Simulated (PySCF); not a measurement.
**Si: excitation energy**

Si [Ne] 3s2 3p2 (3P) → Si [Ne] 3s1 3p3 (5S), as a difference of total energies. Computed with PySCF 2.14 in def2-TZVPPD (6s5p4d1f, 48 functions), with the non-relativistic Hamiltonian (point nucleus). Correlated levels: valence and next inner shell: 1s2 frozen. The calculations carry no spin-orbit coupling.

| method | excitation energy (cm⁻¹) |
| --- | --- |
| UHF | 21019 |
| MP2 (valence and next inner shell) | 29927 |
| SCS-MP2 (valence and next inner shell) | 33377 |
| CCSD (valence and next inner shell) | 31567 |
| CCSD(T) (valence and next inner shell) | 32138 |

A first-order spin-orbit estimate (lowest level to lowest level, LS coupling) adds 0.016 eV.
